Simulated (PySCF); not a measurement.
```xyz
5
charge 0 multiplicity 1, angstrom
Ge   -0.3747    0.0000    0.0000
O     0.7570    1.3869    0.0000
O     0.7570   -1.3869    0.0000
H     1.7066    1.2148    0.0000
H     1.7066   -1.2148    0.0000
```

All numbers come from PBE0/[Ge def2-SVP, O def2-SVP, H def2-SVP], no relativity, density fitting, PySCF.

This geometry of Ge(OH)₂ is a stationary point at this level.

Task: What is the point group?

Result: C2v.

Task: Is it a minimum?

Result: Yes: all harmonic wavenumbers are real.

Task: List the harmonic modes with their infrared intensities.

Result: 
| symmetry | ω (cm⁻¹) | IR (km/mol) |
| --- | --- | --- |
| a1 | 265 | 28.8 |
| a2 | 347 | 0.0 |
| b1 | 451 | 299 |
| b2 | 652 | 142 |
| b2 | 677 | 144 |
| a1 | 689 | 82.3 |
| a1 | 816 | 0.2 |
| a1 | 3872 | 73.4 |
| b2 | 3873 | 1.8 |

Task: What are the dipole moment and the gap between the highest occupied and lowest empty levels?

Result: 1.89 D and 6.45 eV.

In C2v the vibrations span 4a1 + a2 + b1 + 3b2. Here b1 is antisymmetric to the molecular plane and b2 lies in it. The a2 mode carries no infrared intensity, as symmetry demands.

Only a few start shapes were tried, so a lower isomer may exist.
